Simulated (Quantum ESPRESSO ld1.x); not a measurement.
Q: Ti12+, configuration [Ne] (the NIST ground configuration). Calculated with ld1.x of Quantum ESPRESSO 7.5: Dirac Kohn-Sham, PBEsol, spin-unpolarised, spherical densities, point nucleus.

Spin-orbit splittings of the eigenvalues, e(l+1/2) - e(l-1/2), with zeta = 2 splitting/(2l+1) and mean radii in bohr:

| shell | occ. | splitting (eV) | zeta (eV) | <r> j=l-1/2 | <r> j=l+1/2 |
|---|---|---|---|---|---|
| 2p | 6 | 5.992 | 3.995 | 0.2822 | 0.2848 |
| 3p | 0 | ? | ? | 0.8231 | 0.8270 |

Estimate the 3p splitting.

A: 1.244 eV (zeta = 0.8290 eV).
